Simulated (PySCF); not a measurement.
C₂H₆GeN₂, SMILES [NH2][Ge@H]1[CH]=N[CH2]1. Geometry: PBE-D3(BJ)/def2-SVP. The structure was generated by enumeration; whether it is a known compound was not checked. One conformer was computed; it need not be the lowest.

Level of theory: PBE-D3(BJ)/def2-SVP in PySCF.

Harmonic wavenumbers (cm⁻¹): 97, 163, 240, 328, 407, 449, 522, 594, 613, 678, 719, 770, 874, 877, 944, 1092, 1106, 1207, 1367, 1490, 1585, 2023, 2986, 3043, 3046, 3454, 3558. Rotational constants (GHz): 7.855, 2.528, 2.319; symmetry number 1.

Q: Work out the zero-point energy and the ideal-gas rigid-rotor harmonic-oscillator thermochemistry at 298.15 K and 1 atm.

A: ZPE = ½ Σ hcν = ½ × 34231 cm⁻¹ = 48.94 kcal/mol. H − E(el) = 53.76 kcal/mol. Entropy in cal/(mol K): translation 40.52, rotation 26.35, vibration 13.82, total 80.69. G − E(el) = 29.70 kcal/mol. Cp = 26.16 cal/(mol K). Modes under 150 cm⁻¹ make the vibrational entropy uncertain.
